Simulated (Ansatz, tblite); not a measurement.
Removing and adding an electron: SnCl2. The state is a singlet with charge 0. Geometry: r2SCAN-D4/def2-TZVP. Ansatz, gas phase; energy differences of separate SCF runs; the oxidised species was run as a doublet alone; the reduced species was run as a doublet alone.

```xyz
3

Sn    0.226    0.825    0.579
Cl    1.629   -0.659   -0.619
Cl   -1.856   -0.166    0.040
```

In the def2 sets Sn takes a core potential; there is no spin–orbit coupling. The xTB rows come from tblite. Correlated methods freeze 14 core orbitals; core or outer-core shells of Sn are correlated, in sets that lack core-valence functions. The structure comes from a short search, and lower isomers may exist.

```tsv
level	−HOMO (eV)	vertical IE (eV)	−LUMO (eV)	vertical EA (eV)	HOMO–LUMO gap (eV)	IE − EA (eV)	remarks
GFN1-xTB	12.41	15.06	8.28	5.19	4.13	9.87	–
GFN2-xTB	11.37	14.42	7.26	4.56	4.12	9.86	–
HF/def2-TZVPP	–	9.48	–	–	–	–	–
PBE-D4/def2-TZVP	6.96	9.91	3.78	–	3.18	–	–
PBE-D4/def2-TZVPD	7.03	–	3.84	1.29	3.19	–	HOMO above zero (-1 doublet)
r2SCAN-D4/def2-TZVP	7.27	10.07	3.74	–	3.53	–	–
r2SCAN-D4/def2-TZVPD	7.31	–	3.77	1.44	3.54	–	HOMO above zero (-1 doublet)
PBE0-D4/def2-TZVP	8.04	10.11	3.13	–	4.91	–	–
PBE0-D4/def2-TZVPD	8.09	–	3.18	1.42	4.91	–	HOMO above zero (-1 doublet)
MP2/def2-TZVPP	–	10.36	–	–	–	–	–
CCSD/def2-TZVPP	–	10.19	–	–	–	–	–
CCSD(T)/def2-TZVPP	–	10.15	–	–	–	–	–
```

   A HOMO above zero means that the electron is unbound at that level or that self-interaction error raises the level; the energy of removing that electron tells which. Raw xTB energy differences between charge states are shifted by several eV; the methods need an empirical correction for them.
